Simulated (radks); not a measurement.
The numbers below are computed, except where a source is named.
These are the eigenvalues of the occupied orbitals of an atom or ion with whole-number occupations (hartree). Level of theory: Dirac Kohn-Sham, BLYP, spin-unpolarised, spherical densities, finite nucleus; Fermi nuclear charge, rms radius of each element as measured or else 0.836 A^(1/3) + 0.57 fm (a radial shooting solver on a logarithmic mesh with Libxc functionals).

| orbital | eigenvalue |
|---|---|
| 1s1/2 | -1970.620 |
| 2s1/2 | -328.8215 |
| 2p1/2 | -312.8212 |
| 2p3/2 | -283.4055 |
| 3s1/2 | -73.97623 |
| 3p1/2 | -66.98779 |
| 3p3/2 | -60.88074 |
| 3d3/2 | -48.85140 |
| 3d5/2 | -47.51785 |
| 4s1/2 | -15.43242 |
| 4p1/2 | -12.67394 |
| 4p3/2 | -11.30377 |
| 4d3/2 | -6.75646 |
| 4d5/2 | -6.50763 |
| 5s1/2 | -2.67900 |
| 5p1/2 | -1.91138 |
| 5p3/2 | -1.72209 |
| 4f5/2 | -1.09410 |
| 4f7/2 | -1.05941 |
| 7s1/2 | -0.31939 |

Which element is it, and in what charge state? The configuration may be excited. Open shells, if any, fill j = l - 1/2 first.

Answer. Z = 66, dysprosium, charge +2: Dy2+ in [Xe] 4f9 7s1. The list shows which subshells hold electrons but not how many an open one holds; the 1s level, -1970.6 hartree, gives Z - s = 62.8 by -(Z - s)^2/2, which with screening and relativity narrows Z to a few neighbours, and the depths of the outer levels then fix element, charge and occupations together.
